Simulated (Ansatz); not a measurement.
Compare A (`CC1=C(F)[SiH2]1`) with its isomer B (`FC1C=C[SiH2]1`).

Program: Ansatz. Geometries: PBE0-D4/def2-TZVP. ΔE: electronic, gas phase. CCSD(T)/CBS is the MP2 limit (def2-TZVPP, def2-QZVPP) plus CCSD(T) − MP2 in def2-TZVPP, frozen cores. Functionals use def2-TZVPP. B3LYP here is the variant with VWN-RPA as its local correlation; programs differ in this.

Q: Which isomer does CCSD(T)/CBS put lower? Give the gap. (Estimate.)

A: The calculation gave: B, by 59.6 kJ/mol.

Q: Give E(B) − E(A) in kJ/mol with r2SCAN-D4, CCSD(T)/def2-TZVPP, B3LYP-D4, B3LYP, MP2/def2-TZVPP, PBE-D4, ωB97M-V. (Best estimate.)

A: Ansatz gave: r2SCAN-D4 -44.2, CCSD(T)/def2-TZVPP -57.6, B3LYP-D4 -50.5, B3LYP -48.4, MP2/def2-TZVPP -53.0, PBE-D4 -42.4, ωB97M-V -55.5. None reverses the order clearly.

Largest T1 diagnostic: 0.013.

From PBE to PBE0 (25 % exact exchange), in def2-TZVPP and without D4, E(B) − E(A) moves by −6.7 kJ/mol. In def2-TZVPP, CCSD(T) changes the Hartree–Fock value by +6.3 kJ/mol (the triples alone add +1.8 kJ/mol) and MP2 by +10.8 kJ/mol.
